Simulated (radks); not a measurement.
Isoelectronic series with 32 electrons, each ion in its NIST ground configuration. Method: non-relativistic Kohn-Sham, BLYP, spin-polarised, spherical densities, point nucleus; open shells are filled with parallel spins first (spin-orbit coupling, left out, can overturn this in heavy ions); computed with a radial shooting solver on a logarithmic mesh with Libxc functionals. Total energies (hartree) and orbital eigenvalues (hartree) (* marks an orbital that is empty in some or all of the ions):

ion,configuration,E (hartree),4p down*,4p up,4s down,4s up
Ge,[Ar] 3d10 4s2 4p2,-2077.04542,-0.11355,-0.15393,-0.38715,-0.43008
As+,[Ar] 3d10 4s2 4p2,-2235.56822,-0.45351,-0.50829,-0.80235,-0.85895
Se2+,[Ar] 3d10 4s2 4p2,-2400.46677,-0.89182,-0.95888,-1.31347,-1.38191
Br3+,[Ar] 3d10 4s2 4p2,-2571.71037,-1.41430,-1.49251,-1.90708,-1.98640
Kr4+,[Ar] 3d10 4s2 4p2,-2749.27946,-2.01432,-2.10295,-2.57705,-2.66663
Rb5+,[Ar] 3d10 4s2 4p2,-2933.16033,-2.68800,-2.78654,-3.31982,-3.41924
Sr6+,[Ar] 3d10 4s2 4p2,-3123.34286,-3.43283,-3.54092,-4.13311,-4.24205
Zr8+,[Ar] 3d10 4s2 4p2,-3522.58348,-5.12950,-5.25588,-5.96536,-6.09263
Nb9+,[Ar] 3d10 4s2 4p2,-3731.63053,-6.07914,-6.21436,-6.98230,-7.11848
